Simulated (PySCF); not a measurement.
**Finite-field polarisability of S (sulfur, neutral)**

[Ne] 3s2 3p4, high-spin 3P determinant. All numbers are calculated (PySCF 2.14, no relativity, point nucleus, in aug-cc-pwCVTZ (8s7p5d3f, 75 functions)). Frozen: [Ne]. Energy changes in a uniform field (μhartree):

```tsv
axis	F (au)	HF	MP2	CCSD	CCSD(T)
x	0.0033	-97.067	-98.455	-97.924	-98.389
x	0.0066	-388.372	-393.938	-391.817	-393.681
y	0.0031	-101.526	-104.529	-104.097	-104.958
y	0.0062	-406.361	-418.413	-416.675	-420.134
```

By symmetry the remaining axis equals x.

Task: Derive α along x at CCSD(T) from the two fields.

Result: With ΔE = −αF²/2 − γF⁴/24, α = −(16 ΔE(F) − ΔE(2F))/(6F²) = 18.07 bohr³.

Task: And the mean polarisability at each level?

Result: The components xx, yy, zz at CCSD(T) are 18.07, 21.84, 18.07, the third axis being equal by symmetry to one of the two computed. Means: HF 18.93, MP2 19.30, CCSD 19.21, CCSD(T) 19.32 bohr³. Reference: 19.4 ± 0.1 bohr³ (recommended; Schwerdtfeger and Nagle, table of static dipole polarizabilities (2023 update)).
